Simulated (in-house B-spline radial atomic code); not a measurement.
# Ionising Te7+ with different functionals

Computed with a B-spline radial code for spherical atoms: four-component Dirac-Coulomb Hamiltonian, Fermi nucleus of rms radius 4.7423 fm, spin-restricted, spherical fractional occupations for the functionals, and exact exchange of hybrids averaged over the configuration. The ionisation energy is the difference of two self-consistent energies, [Kr] 4d9 → [Kr] 4d8, without Breit or QED terms; ε is the level of the shell that loses the electron (mean over j). The electron is taken from both j subshells in proportion to 2j + 1, so the result is a j average, not the step between ground levels.

```tsv
method	rung	ΔSCF (eV)	-ε(4d) (eV)
B97-1	global hybrid	146.95	138.30
wB97X	range-separated hybrid	?	?
CAM-B3LYP	range-separated hybrid	146.99	140.27
LC-wPBE	range-separated hybrid	?	?
```

(1) What does wB97X give?

(2) What does LC-wPBE give?

(3) Among the functionals, which spreads more, the ΔSCF values or the orbital energies?

(4) How do they compare with the NIST value?

Results:

(1) ΔSCF 146.79 eV, and -ε(4d) = 141.13 eV.

(2) ΔSCF 147.02 eV, and -ε(4d) = 141.24 eV.

(3) The orbital energies: ΔSCF values span about 0.24 eV and the orbital energies 2.93 eV; here energy differences depend much less on the functional than eigenvalues do.

(4) NIST lists 143 eV ± 2.1 (tabulated theory, ground level to ground level). Errors run from +3.79 to +4.02 eV; all lie within about twice that uncertainty, so the table can't rank the methods.
